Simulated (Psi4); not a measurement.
tetramethyldisiloxane (C₄H₁₄OSi₂), singlet, at a GFN2-xTB geometry; CCSD/STO-3G (Psi4).

Psi4 was given this input:
```
memory 2 GB

molecule mol {
0 1
  C     2.148270    1.529435   -0.107587
  Si    1.580825   -0.189210    0.472457
  C     2.016493   -1.503436   -0.829524
  O    -0.028728   -0.177271    0.714289
  Si   -1.614500   -0.010651    0.387703
  C    -1.953864    1.753202   -0.233527
  C    -2.128104   -1.283731   -0.926669
  H     1.729699    1.783987   -1.077910
  H     1.835949    2.298381    0.592836
  H     3.229183    1.582519   -0.193071
  H     2.114960   -0.527354    1.796029
  H     1.628438   -2.476736   -0.544053
  H     3.090976   -1.600792   -0.950142
  H     1.598106   -1.259042   -1.802540
  H    -2.251217   -0.269474    1.683500
  H    -1.461750    1.945914   -1.183380
  H    -3.016258    1.926620   -0.374100
  H    -1.591540    2.491383    0.475846
  H    -1.870256   -2.291161   -0.613653
  H    -1.633094   -1.101706   -1.877118
  H    -3.198693   -1.259140   -1.104958
}

set basis sto-3g
set reference rhf

energy('ccsd')
print_variables()
```

The log (banner, timings and long lists left out):

```
   => Loading Basis Set <=

    Name: STO-3G
    Role: ORBITAL
    Keyword: BASIS

         ---------------------------------------------------------
                                   SCF
               by Justin Turney, Rob Parrish, Andy Simmonett
                          and Daniel G. A. Smith
                              RHF Reference
         ---------------------------------------------------------

  ==> Geometry <==

    Molecular point group: c1
    Full point group: C1

    Geometry (in Angstrom), charge = 0, multiplicity = 1:

       Center              X                  Y                   Z               Mass
    ------------   -----------------  -----------------  -----------------  -----------------
         C            2.149776670145     1.538596403809    -0.145695415157    12.000000000000
         SI           1.582331670145    -0.180048596191     0.434348584843    27.976926534650
         C            2.017999670145    -1.494274596191    -0.867632415157    12.000000000000
         O           -0.027221329855    -0.168109596191     0.676180584843    15.994914619570
         SI          -1.612993329855    -0.001489596191     0.349594584843    27.976926534650
         C           -1.952357329855     1.762363403809    -0.271635415157    12.000000000000
         C           -2.126597329855    -1.274569596191    -0.964777415157    12.000000000000
         H            1.731205670145     1.793148403809    -1.116018415157     1.007825032230
         H            1.837455670145     2.307542403809     0.554727584843     1.007825032230
         H            3.230689670145     1.591680403809    -0.231179415157     1.007825032230
         H            2.116466670145    -0.518192596191     1.757920584843     1.007825032230
         H            1.629944670145    -2.467574596191    -0.582161415157     1.007825032230
         H            3.092482670145    -1.591630596191    -0.988250415157     1.007825032230
         H            1.599612670145    -1.249880596191    -1.840648415157     1.007825032230
         H           -2.249710329855    -0.260312596191     1.645391584843     1.007825032230
         H           -1.460243329855     1.955075403809    -1.221488415157     1.007825032230
         H           -3.014751329855     1.935781403809    -0.412208415157     1.007825032230
         H           -1.590033329855     2.500544403809     0.437737584843     1.007825032230
         H           -1.868749329855    -2.281999596191    -0.651761415157     1.007825032230
         H           -1.631587329855    -1.092544596191    -1.915226415157     1.007825032230
         H           -3.197186329855    -1.249978596191    -1.143066415157     1.007825032230

  Running in c1 symmetry.

  Rotational constants: A =      0.07921  B =      0.03578  C =      0.02897 [cm^-1]
  Rotational constants: A =   2374.61935  B =   1072.79790  C =    868.48513 [MHz]
  Nuclear repulsion =  476.128572957756262

  Charge       = 0
  Multiplicity = 1
  Electrons    = 74
  Nalpha       = 37
  Nbeta        = 37

  ==> Algorithm <==

  SCF Algorithm Type is PK.
  DIIS enabled.
  MOM disabled.
  Fractional occupation disabled.
  Guess Type is SAD.
  Energy threshold   = 1.00e-08
  Density threshold  = 1.00e-08
  Integral threshold = 1.00e-12

  ==> Primary Basis <==

  Basis Set: STO-3G
    Blend: STO-3G
    Number of shells: 39
    Number of basis functions: 57
    Number of Cartesian functions: 57
    Spherical Harmonics?: true
    Max angular momentum: 1

  ==> Integral Setup <==

  Using in-core PK algorithm.
   Calculation information:
      Number of atoms:                  21
      Number of AO shells:              39
      Number of primitives:            117
      Number of atomic orbitals:        57
      Number of basis functions:        57

      Integral cutoff                 1.00e-12
      Number of threads:                 1

  Performing in-core PK
  Using 2734062 doubles for integral storage.
  We computed 259902 shell quartets total.
[...]
  @RHF Final Energy:  -802.95419063399777
    Total Energy =                       -802.9541906339977686
[...]
    ABCD            =     NEW
    Cache Level     =     2
    Cache Type      =     LOW
    Print Level     =     1
    Num. of threads =     1
    # Amps to Print =     10
    Print MP2 Amps? =     No
    Analyze T2 Amps =     No
    Print Pair Ener =     No
    Local CC        =     No
    SCS-MP2         =     False
    SCSN-MP2        =     False
    SCS-CCSD        =     False

MP2 correlation energy -0.3242292789186667
                Solving CC Amplitude Equations
                ------------------------------
  Iter             Energy              RMS        T1Diag      D1Diag    New D1Diag    D2Diag
  ----     ---------------------    ---------   ----------  ----------  ----------   --------
     0        -0.324229278918667    0.000e+00    0.000000    0.000000    0.000000    0.096618
     1        -0.386277883091140    9.807e-02    0.004425    0.025371    0.025371    0.117297
     2        -0.415712608778433    3.436e-02    0.004889    0.026882    0.026882    0.128569
     3        -0.419473624111521    9.872e-03    0.005486    0.030593    0.030593    0.130549
     4        -0.419945138036076    2.518e-03    0.005542    0.030852    0.030852    0.130983
     5        -0.419992653076789    6.890e-04    0.005561    0.030945    0.030945    0.131023
     6        -0.419987180860672    2.231e-04    0.005570    0.031034    0.031034    0.131019
     7        -0.419984396869653    7.821e-05    0.005573    0.031077    0.031077    0.131018
     8        -0.419984898389085    3.210e-05    0.005575    0.031098    0.031098    0.131018
     9        -0.419984940167431    8.711e-06    0.005575    0.031102    0.031102    0.131018
    10        -0.419984725495321    1.954e-06    0.005575    0.031103    0.031103    0.131017
    11        -0.419984696319092    5.111e-07    0.005575    0.031103    0.031103    0.131017
    12        -0.419984678918670    1.455e-07    0.005575    0.031103    0.031103    0.131017
    13        -0.419984687002078    4.666e-08    0.005575    0.031103    0.031103    0.131017

    Iterations converged.

    Largest TIA Amplitudes:
             36   6         0.0218987384
             31   6        -0.0173879034
             35   5         0.0171461335
             35   0         0.0146033879
             30   5        -0.0119319866
             15   0        -0.0076883460
             21   1         0.0075647649
             30   0        -0.0071198322
             35  15        -0.0064506327
             26   6         0.0061924252

    Largest TIjAb Amplitudes:
     33  33   4   4        -0.0277387320
     34  34   3   3        -0.0263799168
     32  32  19  19        -0.0239909685
     36  36   6   6        -0.0229224510
     33  33   5   5        -0.0210041496
     32  32   7   7        -0.0202341126
     35  35   0   0        -0.0201682510
     34  34   2   2        -0.0198704540
     33  33   1   1        -0.0195009674
     34  34   6   6        -0.0190982414

    SCF energy       (wfn)                    = -802.954190633997769
    Reference energy (file100)                = -802.954190633994585

    Opposite-spin MP2 correlation energy      =   -0.285299949594979
    Same-spin MP2 correlation energy          =   -0.038929329323688
    Singles MP2 correlation energy            =   -0.000000000000000
    MP2 correlation energy                    =   -0.324229278918667
      * MP2 total energy                      = -803.278419912913250

    Opposite-spin CCSD correlation energy     =   -0.386756494866893
    Same-spin CCSD correlation energy         =   -0.033228192135185
    Singles CCSD correlation energy           =    0.000000000000000
    CCSD correlation energy                   =   -0.419984687002078
      * CCSD total energy                     = -803.374175320996642

  Variable Map:
  ----------------------------------------------------------------------------
[...]
  Array Variable Map:
  ----------------------------------------------------------------------------
[...]
[...]
```
